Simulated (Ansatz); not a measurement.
Wavefunction ladder for AlBr₂F (`[F][Al]([Br])[Br]`)

```tsv
atom	x (Å)	y (Å)	z (Å)
F1	-0.024	-1.716	-0.408
Al2	-0.002	-0.126	-0.030
Br3	-1.924	0.987	0.059
Br4	1.950	0.855	0.378
```

The species carries charge 0 and has multiplicity 1. Correlated methods include outer-core shells of Br, which these sets cover unevenly. Scalar relativity is left out up to krypton. Geometry: relaxed with PBE0-D4/def2-TZVP. Frozen core, restricted reference, Ansatz.

```
     basis      HF (Eh)  MP2 corr.  CCSD corr.       (T)  CCSD(T) total
  def2-SVP  -5485.62593   -0.69712    -0.70267  -0.01350    -5486.34210
def2-TZVPP  -5486.47320   -0.86226    -0.87211  -0.02840    -5487.37371
def2-QZVPP  -5486.58406   -1.52985           –         –              –
```
